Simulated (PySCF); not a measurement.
(1E)-1-fluorobuta-1,3-diene (C₄H₅F), SMILES C=C/C=C/F. The structure is a stationary point at r2SCAN-D4/def2-SVP. Other conformers were not sampled.

Task: Give the equilibrium geometry at r2SCAN-D4/def2-SVP (PySCF confirms it by a frequency run) as bond lengths and angles, and its point group. (Estimate from the structure and the level; the computed values follow.)

Result: Several could match; the one computed here: point group Cs.
Atoms: C1 C2 C3 C4 F5 H6 H7 H8 H9 H10. Bonds (Å): C1–C2 1.346, C1–H6 1.095, C1–H7 1.093, C2–C3 1.448, C2–H8 1.098, C3–C4 1.342, C3–H9 1.096, C4–F5 1.334, C4–H10 1.096. Bond angles (°): C2–C1–H6 121.2, C2–C1–H7 121.4, H6–C1–H7 117.4, C1–C2–C3 124.5, C1–C2–H8 119.0, C3–C2–H8 116.5, C2–C3–C4 122.6, C2–C3–H9 119.1, C4–C3–H9 118.3, C3–C4–F5 122.0, C3–C4–H10 125.2, F5–C4–H10 112.7.
Charge 0, spin multiplicity 1.
